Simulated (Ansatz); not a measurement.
Ansatz (a first-principles code) job for CH₈FNSi₂, SMILES C[Si@@](N)(F)[SiH3], B3LYP-D3(BJ)/def2-SVP. 

Ansatz 0.2 input:
```yaml
crystal:
  periodic: [false, false, false]
  atoms:
    - {symbol: C, position_ang: [1.50036434, -1.01161570, 1.05046550]}
    - {symbol: Si, position_ang: [0.32564080, 0.15379936, 0.10057735]}
    - {symbol: N, position_ang: [0.10533857, 1.71324990, 0.80058650]}
    - {symbol: F, position_ang: [1.17606027, 0.54542424, -1.22913104]}
    - {symbol: Si, position_ang: [-1.71069924, -0.74846947, -0.47265779]}
    - {symbol: H, position_ang: [2.47654311, -0.55498444, 1.19846444]}
    - {symbol: H, position_ang: [1.65679873, -1.94109778, 0.50993196]}
    - {symbol: H, position_ang: [1.10596936, -1.26849056, 2.02983664]}
    - {symbol: H, position_ang: [-0.42184972, 1.82438447, 1.64872754]}
    - {symbol: H, position_ang: [0.86099725, 2.37863577, 0.76694389]}
    - {symbol: H, position_ang: [-2.55478855, 0.14240669, -1.27242496]}
    - {symbol: H, position_ang: [-2.48978254, -1.09659393, 0.72348486]}
    - {symbol: H, position_ang: [-1.56716791, -1.99075191, -1.24055751]}
basis:
  gaussian:
    orbitals: def2-SVP
hamiltonian:
  xc: b3lyp
  dispersion: d3bj
relax: {f_tol: 0.002, max_steps: 200}
```

Program output:

```
WARN ansatz: RAYON_NUM_THREADS=2 ignored (pool sized by the plan → 2); use --threads N
Functional definition: B3LYP
integrals: 0.08 GiB planned
1240 factors; integrals over basis functions are off by at most 3.3e-4 eV
mean field: 0.56 GiB planned
mean field evaluation 1: about -21113.0919 eV, gradient 7.3e1 eV
mean field evaluation 2: about -21103.8387 eV, gradient 9.5e1 eV
mean field evaluation 4: about -21124.0464 eV, gradient 4.5e0 eV
mean field evaluation 8: about -21124.1040 eV, gradient 6.5e-2 eV
mean field -21124.10405334 eV, -776.2965055283 hartree, gradient 2.1e-5 eV, S^2 0.000000; 0 other end points of the search recorded, 0 dependent functions left out
the calculation of the forces begins
reference -21124.10433577 eV, -776.2965159072 hartree; 29, 29 occupied and 89, 89 virtual orbitals, 1240 factors
relax step   1: F+E_penalty+E_count = -21124.61440465 eV  Δ(F+E_penalty+E_count) = +0.000e0 eV  max|allowed force component| = 1.209e0 eV/Å  Δτ_max = 0.0000 Å  (24 SCF iters, accepted)
these checks for a lower state are left out or cut short: starts, cluster_reference, orbital_swaps, neighbouring_geometries, increment
integrals: 0.08 GiB planned
1240 factors; integrals over basis functions are off by at most 3.4e-4 eV
mean field: 0.56 GiB planned
mean field evaluation 16: about -21124.1433 eV, gradient 5.1e0 eV
mean field -21124.20836553 eV, -776.3003389305 hartree, gradient 5.5e-5 eV, S^2 0.000000; 0 other end points of the search recorded, 0 dependent functions left out
the calculation of the forces begins
reference -21124.20864873 eV, -776.3003493381 hartree; 29, 29 occupied and 89, 89 virtual orbitals, 1240 factors
relax step   2: F+E_penalty+E_count = -21124.72014328 eV  Δ(F+E_penalty+E_count) = -1.057e-1 eV  max|allowed force component| = 3.364e-1 eV/Å  Δτ_max = 0.0964 Å  (25 SCF iters, accepted)
these checks for a lower state are left out or cut short: starts, cluster_reference, orbital_swaps, neighbouring_geometries, increment
integrals: 0.08 GiB planned
1240 factors; integrals over basis functions are off by at most 3.5e-4 eV
mean field: 0.56 GiB planned
mean field -21124.22615452 eV, -776.3009926637 hartree, gradient 5.7e-5 eV, S^2 0.000000; 0 other end points of the search recorded, 0 dependent functions left out
the calculation of the forces begins
reference -21124.22643890 eV, -776.3010031147 hartree; 29, 29 occupied and 89, 89 virtual orbitals, 1240 factors
relax step   3: F+E_penalty+E_count = -21124.73626253 eV  Δ(F+E_penalty+E_count) = -1.612e-2 eV  max|allowed force component| = 9.806e-2 eV/Å  Δτ_max = 0.0508 Å  (24 SCF iters, accepted)
these checks for a lower state are left out or cut short: starts, cluster_reference, orbital_swaps, neighbouring_geometries, increment
integrals: 0.08 GiB planned
1240 factors; integrals over basis functions are off by at most 3.5e-4 eV
mean field: 0.56 GiB planned
mean field -21124.23202831 eV, -776.3012085216 hartree, gradient 5.6e-5 eV, S^2 0.000000; 0 other end points of the search recorded, 0 dependent functions left out
the calculation of the forces begins
reference -21124.23231288 eV, -776.3012189792 hartree; 29, 29 occupied and 89, 89 virtual orbitals, 1240 factors
relax step   4: F+E_penalty+E_count = -21124.74292265 eV  Δ(F+E_penalty+E_count) = -6.660e-3 eV  max|allowed force component| = 1.699e-1 eV/Å  Δτ_max = 0.0706 Å  (25 SCF iters, accepted)
these checks for a lower state are left out or cut short: starts, cluster_reference, orbital_swaps, neighbouring_geometries, increment
integrals: 0.08 GiB planned
1240 factors; integrals over basis functions are off by at most 3.6e-4 eV
mean field: 0.56 GiB planned
mean field evaluation 32: about -21124.2397 eV, gradient 2.1e-1 eV
mean field -21124.24810481 eV, -776.3017993222 hartree, gradient 2.5e-5 eV, S^2 0.000000; 0 other end points of the search recorded, 0 dependent functions left out
the calculation of the forces begins
reference -21124.24838906 eV, -776.3018097680 hartree; 29, 29 occupied and 89, 89 virtual orbitals, 1240 factors
relax step   5: F+E_penalty+E_count = -21124.76125628 eV  Δ(F+E_penalty+E_count) = -1.833e-2 eV  max|allowed force component| = 2.580e-1 eV/Å  Δτ_max = 0.2000 Å  (27 SCF iters, accepted)
these checks for a lower state are left out or cut short: starts, cluster_reference, orbital_swaps, neighbouring_geometries, increment
integrals: 0.08 GiB planned
1240 factors; integrals over basis functions are off by at most 3.6e-4 eV
[...]
integrals: 0.08 GiB planned
1240 factors; integrals over basis functions are off by at most 4.6e-4 eV
mean field: 0.56 GiB planned
mean field -21124.36755765 eV, -776.3061891330 hartree, gradient 5.2e-5 eV, S^2 0.000000; 0 other end points of the search recorded, 0 dependent functions left out
the calculation of the forces begins
reference -21124.36784496 eV, -776.3061996916 hartree; 29, 29 occupied and 89, 89 virtual orbitals, 1240 factors
relax step  16: F+E_penalty+E_count = -21124.88110296 eV  Δ(F+E_penalty+E_count) = -2.384e-4 eV  max|allowed force component| = 2.789e-2 eV/Å  Δτ_max = 0.0183 Å  (25 SCF iters, accepted)
these checks for a lower state are left out or cut short: starts, cluster_reference, orbital_swaps, neighbouring_geometries, increment
integrals: 0.08 GiB planned
1240 factors; integrals over basis functions are off by at most 4.6e-4 eV
mean field: 0.56 GiB planned
mean field -21124.36759147 eV, -776.3061903758 hartree, gradient 4.9e-5 eV, S^2 0.000000; 0 other end points of the search recorded, 0 dependent functions left out
the calculation of the forces begins
reference -21124.36787874 eV, -776.3062009329 hartree; 29, 29 occupied and 89, 89 virtual orbitals, 1240 factors
relax step  17: F+E_penalty+E_count = -21124.88116671 eV  Δ(F+E_penalty+E_count) = -6.376e-5 eV  max|allowed force component| = 9.113e-3 eV/Å  Δτ_max = 0.0029 Å  (20 SCF iters, accepted)
these checks for a lower state are left out or cut short: starts, cluster_reference, orbital_swaps, neighbouring_geometries, increment
integrals: 0.08 GiB planned
1240 factors; integrals over basis functions are off by at most 4.6e-4 eV
mean field: 0.56 GiB planned
mean field -21124.36760538 eV, -776.3061908872 hartree, gradient 8.1e-5 eV, S^2 0.000000; 0 other end points of the search recorded, 0 dependent functions left out
the calculation of the forces begins
reference -21124.36789258 eV, -776.3062014416 hartree; 29, 29 occupied and 89, 89 virtual orbitals, 1240 factors
relax step  18: F+E_penalty+E_count = -21124.88119767 eV  Δ(F+E_penalty+E_count) = -3.096e-5 eV  max|allowed force component| = 3.155e-3 eV/Å  Δτ_max = 0.0050 Å  (19 SCF iters, accepted)
these checks for a lower state are left out or cut short: starts, cluster_reference, orbital_swaps, neighbouring_geometries, increment
integrals: 0.08 GiB planned
1240 factors; integrals over basis functions are off by at most 4.6e-4 eV
mean field: 0.56 GiB planned
mean field -21124.36754473 eV, -776.3061886582 hartree, gradient 1.8e-5 eV, S^2 0.000000; 0 other end points of the search recorded, 0 dependent functions left out
the calculation of the forces begins
reference -21124.36783189 eV, -776.3061992113 hartree; 29, 29 occupied and 89, 89 virtual orbitals, 1240 factors
relax step  19: F+E_penalty+E_count = -21124.88119170 eV  Δ(F+E_penalty+E_count) = +5.976e-6 eV  max|allowed force component| = 1.394e-2 eV/Å  Δτ_max = 0.0066 Å  (22 SCF iters, rejected (line search))
these checks for a lower state are left out or cut short: starts, cluster_reference, orbital_swaps, neighbouring_geometries, increment
integrals: 0.08 GiB planned
1240 factors; integrals over basis functions are off by at most 4.6e-4 eV
mean field: 0.56 GiB planned
mean field -21124.36759387 eV, -776.3061904640 hartree, gradient 4.0e-5 eV, S^2 0.000000; 0 other end points of the search recorded, 0 dependent functions left out
the calculation of the forces begins
reference -21124.36788105 eV, -776.3062010179 hartree; 29, 29 occupied and 89, 89 virtual orbitals, 1240 factors
relax step  20: F+E_penalty+E_count = -21124.88120716 eV  Δ(F+E_penalty+E_count) = -9.491e-6 eV  max|allowed force component| = 2.092e-3 eV/Å  Δτ_max = 0.0032 Å  (19 SCF iters, accepted)
these checks for a lower state are left out or cut short: starts, cluster_reference, orbital_swaps, neighbouring_geometries, increment
integrals: 0.08 GiB planned
1240 factors; integrals over basis functions are off by at most 4.6e-4 eV
mean field: 0.56 GiB planned
mean field -21124.36758088 eV, -776.3061899868 hartree, gradient 7.7e-5 eV, S^2 0.000000; 0 other end points of the search recorded, 0 dependent functions left out
the calculation of the forces begins
reference -21124.36786805 eV, -776.3062005401 hartree; 29, 29 occupied and 89, 89 virtual orbitals, 1240 factors
relax step  21: F+E_penalty+E_count = -21124.88121310 eV  Δ(F+E_penalty+E_count) = -5.940e-6 eV  max|allowed force component| = 3.309e-3 eV/Å  Δτ_max = 0.0055 Å  (19 SCF iters, accepted)
these checks for a lower state are left out or cut short: starts, cluster_reference, orbital_swaps, neighbouring_geometries, increment
integrals: 0.08 GiB planned
1240 factors; integrals over basis functions are off by at most 4.6e-4 eV
mean field: 0.56 GiB planned
mean field evaluation 128: about -21124.3676 eV, gradient 5.0e-5 eV
mean field -21124.36757854 eV, -776.3061899006 hartree, gradient 5.0e-5 eV, S^2 0.000000; 0 other end points of the search recorded, 0 dependent functions left out
the calculation of the forces begins
reference -21124.36786570 eV, -776.3062004536 hartree; 29, 29 occupied and 89, 89 virtual orbitals, 1240 factors
relax step  22: F+E_penalty+E_count = -21124.88121571 eV  Δ(F+E_penalty+E_count) = -2.608e-6 eV  max|allowed force component| = 1.698e-3 eV/Å  Δτ_max = 0.0044 Å  (19 SCF iters, accepted)
these checks for a lower state are left out or cut short: starts, cluster_reference, orbital_swaps, neighbouring_geometries, increment
integrals: 0.08 GiB planned
1240 factors; integrals over basis functions are off by at most 4.6e-4 eV
mean field: 0.56 GiB planned
mean field -21124.36758082 eV, -776.3061899847 hartree, gradient 2.9e-5 eV, S^2 0.000000; 0 other end points of the search recorded, 0 dependent functions left out
the calculation of the forces begins
reference -21124.36786799 eV, -776.3062005379 hartree; 29, 29 occupied and 89, 89 virtual orbitals, 1240 factors
relax step  23: F+E_penalty+E_count = -21124.88121626 eV  Δ(F+E_penalty+E_count) = -5.458e-7 eV  max|allowed force component| = 1.453e-3 eV/Å  Δτ_max = 0.0023 Å  (18 SCF iters, accepted)
integrals: 0.08 GiB planned
1240 factors; integrals over basis functions are off by at most 4.6e-4 eV
mean field: 0.56 GiB planned
mean field -21124.36758082 eV, -776.3061899847 hartree, gradient 2.9e-5 eV, S^2 0.000000; 1 other end points of the search recorded, 0 dependent functions left out
the calculation of the forces begins
reference -21124.36786799 eV, -776.3062005379 hartree; 29, 29 occupied and 89, 89 virtual orbitals, 1240 factors
Total energy: -21124.88150342 eV, -776.3250762919 hartree
Atom 0 at     1.528733    -0.974564     1.039095 Å, force     0.000035     0.000120    -0.000144 eV/Å
Atom 1 at     0.376057     0.139632     0.076757 Å, force     0.000456    -0.000486     0.001020 eV/Å
Atom 2 at     0.130851     1.594446     0.963071 Å, force    -0.001453     0.000264    -0.000863 eV/Å
Atom 3 at     1.096674     0.402792    -1.381746 Å, force    -0.000408    -0.000272     0.000155 eV/Å
Atom 4 at    -1.726975    -0.779971    -0.400097 Å, force    -0.000015    -0.000413    -0.000895 eV/Å
Atom 5 at     2.487938    -0.464645     1.231333 Å, force     0.000028    -0.000108     0.000206 eV/Å
Atom 6 at     1.747928    -1.893328     0.473034 Å, force     0.000006     0.000094     0.000020 eV/Å
Atom 7 at     1.088097    -1.257472     2.007776 Å, force     0.000171     0.000158    -0.000260 eV/Å
Atom 8 at    -0.559249     2.276505     0.663578 Å, force     0.000600     0.000074     0.000610 eV/Å
Atom 9 at     0.901889     2.047082     1.446649 Å, force     0.000391    -0.000185    -0.000013 eV/Å
Atom 10 at    -2.626489     0.260178    -0.987070 Å, force    -0.000111    -0.000766     0.000457 eV/Å
Atom 11 at    -2.363612    -1.293668     0.850750 Å, force     0.000352     0.001013    -0.000151 eV/Å
Atom 12 at    -1.618419    -1.911089    -1.368883 Å, force    -0.000052     0.000508    -0.000144 eV/Å
Dipole moment:     0.071982     0.190254     0.367689 e Å
```

Self-consistency was reached.
